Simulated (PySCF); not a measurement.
## Si²⁺: ionisation energy

Si²⁺ [Ne] 3s2 (1S) → Si³⁺ [Ne] 3s1 (2S), as a difference of total energies. Calculation: PySCF 2.14, in aug-cc-pwCVTZ; no relativity, point nucleus. Correlated levels: valence: [Ne] frozen. The calculations carry no spin-orbit coupling.

```tsv
method	ionisation energy (eV)	error (eV)
UHF	31.956	-1.537
MP2 (valence)	32.836	-0.657
SCS-MP2 (valence)	33.012	-0.481
CCSD (valence)	33.181	-0.312
```

Reference: 33.493 eV (measured; NIST Atomic Spectra Database, ionization energies).

Errors of the correlated levels include the incompleteness of this basis and the frozen core.

With two correlated electrons CCSD is exact in that space.
